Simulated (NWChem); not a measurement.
# CH$_{7}$NSi; SMILES CN[SiH3]

```xyz
10

Si     0.0797     1.1049     0.0018
N     -0.5408    -0.5103     0.0106
C      0.2752    -1.6998    -0.0196
H     -1.0748     2.0237     0.2368
H      1.0932     1.2380     1.0944
H      0.7579     1.5429    -1.2675
H     -1.4797    -0.6467    -0.3466
H      0.5677    -2.0278    -1.0371
H     -0.2357    -2.5476     0.4672
H      1.2074    -1.5290     0.5432
```
Atoms are numbered in this order, from 1.

Results from NWChem. Structure relaxed at the PBE0/def2-SVP level. Level: PBE0/def2-SVP with SMD (1 M gas to 1 M solution), gas-phase geometry. Reactions with the solvent are ignored.

Problem. What does the run give for solvent water? Quantities: solvation free energy (kcal/mol); cavity-dispersion-structure term (kcal/mol); dipole in solution (D).

Solution. 
```yaml
solvation free energy (kcal/mol): 0.8
cavity-dispersion-structure term (kcal/mol): 3.1
dipole in solution (D): 1.60
```
